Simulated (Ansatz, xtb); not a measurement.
# Relative energy of two structures of C2H2Ga−

We compare I, a triplet given by its coordinates, with II, a singlet given by its coordinates. Both are isolated ions in the gas phase, relaxed with B3LYP-D3(BJ)/def2-SVPD.

I (Å):

```yaml
atoms:
  - { symbol: C, position_ang: [-0.3981, 0.1974, -1.0939] }
  - { symbol: C, position_ang: [-0.5590, 0.0107, -2.3898] }
  - { symbol: Ga, position_ang: [-2.3126, -0.5685, -3.4301] }
  - { symbol: H, position_ang: [-1.1128, 0.1007, -0.2666] }
  - { symbol: H, position_ang: [0.2708, 0.1499, -3.1081] }
```

Close contacts (Å): C1–C2 1.32, C2–Ga3 2.12, C1–H4 1.10, C2–H5 1.11.

II (Å):

```xyz
5

C    -0.2732   -1.4081   -2.2490
C    -0.9416   -0.7650   -1.4033
Ga   -0.1240    0.5668   -3.3986
H    -1.5180   -0.2509   -0.6556
H    -1.0172    1.6569   -2.3730
```

Close contacts (Å): C1–C2 1.26, C1–Ga3 2.29, C2–Ga3 2.53, C2–H4 1.07, Ga3–H5 1.74.

Problem. Estimate which is lower in electronic energy at CCSD(T)/def2-TZVPPD, and by roughly how much.

Solution. The CCSD(T)/def2-TZVPPD calculation puts structure II lower, by 90.9 kJ/mol.

How the difference moves with the method:

| level | geometry | E(II) − E(I) (kJ/mol) | departure from the last row (kJ/mol) | job, with rough time for the two |
| --- | --- | --- | --- | --- |
| B3LYP-D3(BJ)/def2-SVPD | B3LYP-D3(BJ)/def2-SVPD | −64.3 | +26.7 | optimisation, 72 s |
| HF/def2-TZVPPD | B3LYP-D3(BJ)/def2-SVPD | −18.5 | +72.5 | part of the CCSD(T) run |
| MP2/def2-TZVPPD | B3LYP-D3(BJ)/def2-SVPD | −136.6 | −45.7 | part of the CCSD(T) run |
| CCSD(T)/def2-TZVPPD | B3LYP-D3(BJ)/def2-SVPD | −90.9 |  | single point, 3.2 min |

None of the levels shown reverses the order. The largest departure from CCSD(T)/def2-TZVPPD is that of HF/def2-TZVPPD, 72.5 kJ/mol. Levels run at GFN2-xTB geometries aren't shown. The triplet state of I needn't be its ground state.

With harmonic frequencies from B3LYP-D3(BJ)/def2-SVPD (ideal gas, rigid rotor, one conformer each, 298.15 K, 1 atm): on the last row, ΔE + ΔZPE = −103.1, ΔH = −101.7, ΔG = −101.4 kJ/mol.

Open shells are spin-unrestricted, with notable spin contamination under HF/def2-TZVPPD, MP2/def2-TZVPPD, CCSD(T)/def2-TZVPPD. The correlated steps freeze 11 core orbitals; the filled d shell of Ga is correlated, in a basis made for valence electrons. ΔG holds the spin degeneracy. Run with Ansatz 0.2.0; the last row on 2 threads of Arm Neoverse V1 on a shared host.
